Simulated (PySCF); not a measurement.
In(F)(SeH)2 (FH₂InSe₂), SMILES [F][In]([SeH])[SeH]. Atoms are numbered in the order given.

```xyz
6

In     0.4413     0.0024     0.0000
F      2.4222    -0.0605     0.0000
Se    -0.6686    -2.2683     0.0000
H      0.6830    -2.8889     0.0000
Se    -0.5718     2.3153     0.0000
H     -1.9320     1.7135     0.0000
```

The structure is a stationary point at PBE-D3(BJ)/def2-SVP. The structure was generated by enumeration; whether it is a known compound was not checked. The def2 effective core potentials stand for the cores of In; spin–orbit coupling is left out. One conformer was computed; it need not be the lowest.

Method: C-PCM-ωB97X/def2-SVP (PySCF).

The values are the electrostatic part of the solvation free energy, E(continuum) − E(gas) at the gas-phase geometry, in a cavity of scaled van der Waals radii (PySCF's table); cavitation and dispersion terms are not included. A continuum can't describe solvent molecules that bind to the metal. In vacuum the orbital gap is 9.25 eV. The dipole moment in vacuum is 2.24 D.

Computed values in water (ε = 78.36), 2-propanol (ε = 19.26), ethanol (ε = 24.85):
| solvent | ε | ΔG(elec) (kcal/mol) | dipole (D) | gap (eV) |
|---|---|---|---|---|
| water | 78.36 | -9.5 | 2.67 | 9.34 |
| 2-propanol | 19.26 | -9.0 | 2.65 | 9.34 |
| ethanol | 24.85 | -9.2 | 2.66 | 9.34 |
